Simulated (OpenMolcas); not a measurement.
An atom or ion with 71 electrons was computed by SS-CASPT2, IPEA 0.25 Eh, imaginary shift 0.1 Eh with spin-orbit coupling (OpenMolcas, ANO-RCC-VTZP, DKH2). The lowest levels that the run gave, each within 12 % of the measured value where one is at hand:

```tsv
J	Parity	E (cm-1)	g
3/2	even	0.0	0.456
5/2	even	3610	1.035
7/2	even	6910	1.212
9/2	even	9530	1.268
3/2	even	11110	1.399
1/2	even	12770	1.965
7/2	even	16090	0.922
9/2	even	16970	1.047
5/2	even	18070	1.563
3/2	even	19840	1.233
1/2	even	20100	1.371
11/2	even	23170	1.091
```

Q: Which ion is it, and what are the configurations and terms?

A: W3+ (Z = 74, charge +3; active space 3 electrons in 5 orbitals (5d)). J, parity and g give the terms where levels are pure, and mixed ones are named by the computed weights; the size of the splittings, set against known spectra of the 71-electron sequence, gives the charge. In order, with the measured energies in cm-1 (the list in J. Phys. B 45, 035001 (2012)): 5d3 4F 3/2, 5d3 4F 5/2 (3537), 5d3 4F 7/2 (6745), 5d3 4F 9/2 [74 %] (9256), 5d3 4P 3/2 [45 %], 5d3 4P 1/2 [65 %] (11773), 5d3 2G 7/2 (15261), 5d3 2H 9/2 [54 %], 5d3 4P 5/2 (17190), 5d3 4P 3/2 [44 %], 5d3 2P 1/2 [65 %] (18365), 5d3 2H 11/2 (22223).

CASPT2 breaks the degeneracy within a term, and the mean is taken; among the terms shown or strongly mixed into the levels shown the widest spread is 1800 cm-1 (5d3 2H). The CASPT2 spread within a term exceeds the gap to the next term for 5d3 2G and 5d3 2P, 5d3 2H and 5d3 2D(1), so the order of their levels is uncertain. Computed and measured levels are paired by configuration, term and J; levels that our copy of the source lacks, or whose pairing is in doubt (as where it misses far off the trend of its configuration), stay unpaired and out of the deviations. Only configurations of the active space appear.

A share in square brackets marks a mixed level and gives the weight of the term that names it. A number in round brackets counts repeated terms of one configuration in the order of the reference energies.
